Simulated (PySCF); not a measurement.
Species: C3H10NOSi (doublet state).
SMILES with atom numbers: `[CH2:1][CH2:2][CH2:3][O:4][SiH2:5][NH2:6]` (hydrogens: H7, H8 on C1; H9, H10 on C2; H11, H12 on C3; H13, H14 on Si5; H15, H16 on N6)

Cartesian coordinates in Å at the GFN2-xTB level; atoms count from 1:
```xyz
16
C3H10NOSi angstrom
C      1.3466   -1.0588    0.2013
C      1.6974    0.3640    0.2763
C      0.5901    1.2733   -0.3072
O     -0.5457    1.3130    0.4852
Si    -1.5257    0.1231    0.9861
N     -2.0969   -0.8128   -0.3492
H      1.1302   -1.5020   -0.7530
H      1.3915   -1.6969    1.0604
H      1.8803    0.6650    1.3084
H      2.6008    0.5751   -0.3138
H      0.9661    2.3005   -0.3772
H      0.3333    0.9249   -1.3158
H     -0.8720   -0.6743    2.0356
H     -2.6465    0.9053    1.4851
H     -1.4250   -1.2118   -0.9862
H     -2.8321   -1.4787   -0.1797
```

The hyperfine couplings belong to this conformer and change with its torsions.

Computed with PySCF, UKS B3LYP, pcH-1 on C H N O Si, non-relativistic, mean-field spin-orbit, GIAO. Geometry: GFN2-xTB, one conformer, isolated molecule. The geometry wasn't refined by DFT: couplings that depend on bond lengths, twists or pyramidal angles can differ widely from those at the functional's own minimum. The SCF solution wasn't tested for stability.

(1) The isotropic 13C couplings are +87.6, +63.1, -32.8 MHz. Assign them to C1; C2; C3.

## Answers

(1) 
| site | a_iso (MHz) | ρ(0) (bohr⁻³) | position | distance from C1 (Å) | spin population | largest \|T\| (MHz) |
| --- | --- | --- | --- | --- | --- | --- |
| C1 | +87.6 | +0.0780 | largest spin population | 0.00 | +1.05 | 158.3 |
| C2 | -32.8 | -0.0291 | 1 bond from C1 | 1.47 | -0.09 | 2.6 |
| C3 | +63.1 | +0.0562 | 2 bonds from C1 | 2.50 | +0.04 | 9.6 |

ρ(0) is the spin density at the nucleus and T the dipolar tensor; a_iso includes a spin–orbit part; entries for several nuclei are means. Largest spin populations (Mulliken): C1 (+1.05) and C2 (-0.09). No atom but C1 exceeds +0.15. The positive populations add up to 1.18 and the negative ones to -0.18, together 2S = 1. The angles at C1 add up to 359.7°, so it is planar; its axial dipolar tensor and the negative couplings of its protons fit spin in a p orbital normal to that plane.

Nuclei that the bonding pattern makes equivalent are averaged, as if the motion that swaps them (rotation, inversion, ring flip) were fast. The 1H value of +70.6 MHz is a mean of couplings from 4.1 to 137.1 MHz in this one geometry, not an average over conformers. The 1H value of +14.6 MHz is a mean of couplings from 9.3 to 20.0 MHz in this one geometry, not an average over conformers.
